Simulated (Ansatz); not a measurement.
Reactions of C₂H₉NSSi (`CC(N)([SiH3])S`).

Isolated molecules relaxed with PBE0-D4/def2-TZVP in Ansatz; ΔE leaves out vibrations. CCSD(T)/CBS adds triple-zeta CCSD(T) − MP2 to the extrapolated MP2 energy (def2 sets, frozen cores). This one scheme is used for every species. Functionals use def2-TZVPP. One conformer a species, not always the lowest.

```tsv
reaction	PBE0-D4 (kJ/mol)	CCSD(T)/CBS(def2) (kJ/mol)
`CC(N)([SiH3])S` + `C=CS` → `C=CSC` + `NC([SiH3])S`	15	18
`CC(N)([SiH3])S` + `[NH2][AlH2]` → `[AlH2][NH][SiH3]` + `CC(N)S`	-49	-54
`CC(N)([SiH3])S` + `B1CN1` → `[SiH3]N1BC1` + `CC(N)S`	-66	-73
`CC(N)([SiH3])S` + `[NH]1[AlH][SiH2]1` → `C[N]1[AlH][SiH2]1` + `NC([SiH3])S`	44	49
`CC(N)([SiH3])S` + `O[Si]1(Cl)CO1` → `[SiH3]O[Si]1(Cl)CO1` + `CC(N)S`	-95	-105
`CC(N)([SiH3])S` + `OC1=CS1` → `[SiH3]OC1=CS1` + `CC(N)S`	-84	-95
`CC(N)([SiH3])S` + `C#CC=C` → `C#C/C=C\[SiH3]` + `CC(N)S`	0	-1
```

Largest T1 diagnostic: 0.015, for `[NH]1[AlH][SiH2]1`.
